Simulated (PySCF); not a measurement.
A structure optimised at PBE0-D3(BJ)/def2-SVP, used in a PySCF frequency run:

```
Ta
Cl 1 2.2869
Cl 1 2.2869 2 119.97
Cl 1 2.3174 2 92.94 3 95.10
Cl 1 2.3268 2 92.55 4 170.48
S 1 2.3799 2 119.98 5 -88.64
H 6 1.3517 1 99.30 2 91.53
```

Q: Write its SMILES, formula and point group.

A: [SH][Ta]([Cl])([Cl])([Cl])[Cl], Cl₄HSTa, Cs

Q: What are its rotational constants (standard atomic weights)?

A: 0.89996, 0.76660, 0.76024 GHz
